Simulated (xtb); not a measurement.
Harmonic IR lines of one isomer of C3H3N, unscaled. Calculation: GFN2-xTB (xtb).

wavenumber (cm⁻¹): 182 (vw), 404 (m), 585 (w), 614 (w), 948 (w), 995 (w), 1155 (m), 1705 (m), 2218 (m), 2917 (vs), 3067 (m), 3409 (w)

Question: Name which structure gives these lines.
A) `C=CC#N`
B) `N=c1cc1`
C) `C#CN=C`
D) `[H]/N=C\C#C`

Answer: C, `C#CN=C`
